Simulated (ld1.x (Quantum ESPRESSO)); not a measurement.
## bromine (Br), TM: configuration errors across variants

Br, norm-conserving Troullier–Martins (Kleinman–Bylander form), made with ld1.x (Quantum ESPRESSO) 7.5 (PBE, fully relativistic). Core [Ar] 3d10, reference 4s2 4p5. Waves: 4s (bound): rc 1.10 bohr; 4d channel at -0.15 Ry: rc 1.55 bohr; 4p (bound): rc 1.85 bohr. Local part: the p channel. Core correction: Bessel-smoothed model core inside 0.75 bohr.

Open shells are filled in proportion to 2j + 1 (rel_dist='average').

All-electron excitation energies from the reference (eV): (1) 4s2 4p4 12.560; (2) 4s2 4p3 35.326; (3) 4s2 4p2 69.316; (4) 4s2 4p4.5 5.078; (5) 4s1 4p6 12.361; (6) 4s2 4p1 115.350; (7) 4s1 4p5 25.553.

A true bound ghost makes a file unfit for plane-wave use even where its test errors are small: the radial tests pick states by their node count and pass the ghost by.

The file “base” misses its own reference levels by 0.3 eV. The file “core correction none” misses its own reference levels by 0.3 eV. The file “core correction Bessel-smoothed model core inside 0.40 bohr” misses its own reference levels by 0.3 eV. The file “core correction Bessel-smoothed model core inside 0.56 bohr” misses its own reference levels by 0.3 eV. The file “core correction Bessel-smoothed model core inside 0.66 bohr” misses its own reference levels by 0.3 eV. The file “core correction Bessel-smoothed model core inside 0.78 bohr” misses its own reference levels by 0.3 eV. The file “core correction Bessel-smoothed model core inside 0.90 bohr” misses its own reference levels by 0.3 eV. The file “core correction Bessel-smoothed model core inside 1.10 bohr” misses its own reference levels by 0.3 eV. The file “core correction Bessel-smoothed model core inside 1.20 bohr” misses its own reference levels by 0.3 eV. The file “core correction Bessel-smoothed model core inside 1.32 bohr” misses its own reference levels by 0.3 eV.

Errors AE − PS in meV (a dash: test not solved or not reliable):

| change | (1) | (2) | (3) | (4) | (5) | (6) | (7) | bound ghosts |
| --- | --- | --- | --- | --- | --- | --- | --- | --- |
| base | +4.9 | +8.4 | -1.7 | +2.3 | -13 | -54 | -7.3 | s, d5/2, d3/2 |
| core correction none | +3.7 | +4.6 | -0.2 | +2.0 | +12 | -2.9 | +17 | s, d5/2, d3/2 |
| core correction Bessel-smoothed model core inside 0.40 bohr | +4.9 | +8.4 | -1.7 | +2.3 | -13 | -54 | -7.3 | s, d5/2, d3/2 |
| core correction Bessel-smoothed model core inside 0.56 bohr | +4.9 | +8.4 | -1.7 | +2.3 | -13 | -54 | -7.3 | s, d5/2, d3/2 |
| core correction Bessel-smoothed model core inside 0.66 bohr | +4.9 | +8.4 | -1.7 | +2.3 | -13 | -54 | -7.3 | s, d5/2, d3/2 |
| core correction Bessel-smoothed model core inside 0.78 bohr | +4.9 | +8.4 | -1.7 | +2.3 | -13 | -54 | -7.3 | s, d5/2, d3/2 |
| core correction Bessel-smoothed model core inside 0.90 bohr | +4.9 | +8.4 | -1.7 | +2.3 | -13 | -54 | -7.2 | s, d5/2, d3/2 |
| core correction Bessel-smoothed model core inside 1.10 bohr | +4.9 | +8.6 | -1.0 | +2.3 | -13 | -51 | -6.8 | s, d5/2, d3/2 |
| core correction Bessel-smoothed model core inside 1.20 bohr | +4.9 | +8.8 | -0.1 | +2.3 | -13 | -48 | -6.2 | s, d5/2, d3/2 |
| core correction Bessel-smoothed model core inside 1.32 bohr | +4.9 | +9.0 | +0.7 | +2.3 | -12 | -45 | -5.6 | s, d5/2, d3/2 |

Task: Give the same row for: core correction Bessel-smoothed model core inside 0.98 bohr.

Result: +4.9, +8.5, -1.6, +2.3, -13, -53, -7.1; bound ghosts: s, d5/2, d3/2.
